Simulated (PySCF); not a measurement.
# Cr²⁺: excitation energy

Cr²⁺ [Ar] 3d4 (5D) → Cr²⁺ [Ar] 3d3 4s1 (5F), as a difference of total energies. All numbers are calculated (PySCF 2.14, the spin-free X2C one-electron Hamiltonian (Gaussian nucleus), in x2c-TZVPPall (6s5p4d2f1g, 64 functions)). Correlated levels: valence and next inner shell: [Ne] frozen. The calculations carry no spin-orbit coupling.

| method | excitation energy (eV) |
| --- | --- |
| UHF | 5.686 |
| MP2 (valence and next inner shell) | 6.310 |
| SCS-MP2 (valence and next inner shell) | 6.059 |
| CCSD (valence and next inner shell) | 6.101 |
| CCSD(T) (valence and next inner shell) | 6.100 |

Task: How much does correlation contribute at CCSD(T) (valence and next inner shell)?

Result: 6.100 − (5.686) = 0.414 eV, measured against UHF.

A first-order spin-orbit estimate (lowest level to lowest level, LS coupling) adds -0.022 eV.

The basis was made for the ground configuration and has no added diffuse functions, so the excitation energy can come out too high.
